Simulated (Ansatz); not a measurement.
Geometry optimisation, RHF/def2-SVP (Ansatz 0.2.0).

Input file:

```yaml
crystal:
  periodic: [false, false, false]
  atoms:
    - { symbol: Ta, position_ang: [-0.179934, -0.279468, 0.183497] }
    - { symbol: O, position_ang: [1.71466, -0.480161, 0.66342] }
    - { symbol: H, position_ang: [2.001262, -0.431202, 1.568691] }
    - { symbol: F, position_ang: [-0.44305, 0.078413, 2.021983] }
    - { symbol: F, position_ang: [0.258816, -0.727743, -1.582973] }
    - { symbol: Cl, position_ang: [-1.448256, 1.563717, -0.413241] }
    - { symbol: F, position_ang: [-1.214214, -1.802902, 0.338703] }
    - { symbol: O, position_ang: [1.984285, 1.79082, -0.983281] }
    - { symbol: Si, position_ang: [2.333466, 2.512951, -2.447445] }
    - { symbol: H, position_ang: [2.52576, 1.491304, -3.504738] }
    - { symbol: H, position_ang: [1.194274, 3.389633, -2.769045] }
    - { symbol: H, position_ang: [3.573142, 3.317418, -2.338905] }
    - { symbol: H, position_ang: [2.567289, 1.098721, -0.632966] }
basis:
  gaussian: { orbitals: def2-SVP }
hamiltonian:
  xc: hf
relax:
  f_tol: 0.03
  max_steps: 50
```

Run as:

```bash
$ ansatz run input.yaml --threads 4 --pin off --max-ram 5120MiB --backend cpu --events-out ev --progress --plain --runs-dir out
```

Where does it end, and by what steps?

The forces met the threshold. The force dipped under the threshold on the way, but the program's further checks kept it going. After 18 steps the energy has fallen by 0.790 eV; F4 moved furthest, 1.47 Å. Joined: Ta1–O8 (3.21 → 2.25 Å).

| step | energy less start (eV) | largest force component (eV/Å) | accepted |
| --- | --- | --- | --- |
| 0 | 0.0000 | 1.709 | yes |
| 1 | -0.1363 | 0.441 | yes |
| 2 | -0.3096 | 0.729 | yes |
| 3 | -0.4825 | 1.074 | yes |
| 4 | -0.5674 | 0.696 | yes |
| 5 | -0.6139 | 0.589 | yes |
| 6 | -0.6531 | 0.646 | yes |
| 7 | -0.6729 | 0.476 | yes |
| 8 | -0.6918 | 0.229 | yes |
| 9 | -0.7022 | 0.140 | yes |
| 10 | -0.7209 | 0.221 | yes |
| 11 | -0.7351 | 0.325 | yes |
| 12 | -0.7488 | 0.304 | yes |
| 13 | -0.7696 | 0.293 | yes |
| 14 | -0.7862 | 0.156 | yes |
| 15 | -0.7774 | 0.485 | no |
| 16 | -0.7887 | 0.027 | yes |
| 17 | -0.7893 | 0.066 | yes |
| 18 | -0.7899 | 0.025 | yes |

```xyz
13
Properties=species:S:1:pos:R:3
Ta 0.228 -0.122 -0.145
O 1.702 -0.755 0.867
H 2.004 -0.654 1.757
F -0.029 1.207 1.180
F 0.715 -1.235 -1.584
Cl -1.117 1.210 -1.623
F -1.102 -1.238 0.497
O 1.836 1.221 -0.958
Si 1.938 2.504 -2.116
H 1.513 1.996 -3.424
H 1.133 3.629 -1.632
H 3.378 2.833 -2.115
H 2.667 0.925 -0.602
```

Whether the end is a true minimum wasn't checked by a vibrational analysis.

The run took 100 s on 4 threads of Intel(R) Xeon(R) Platinum 8259CL CPU @ 2.50GHz (Skylake/Cascade Lake), on a shared host, peak memory 0.54 GiB.
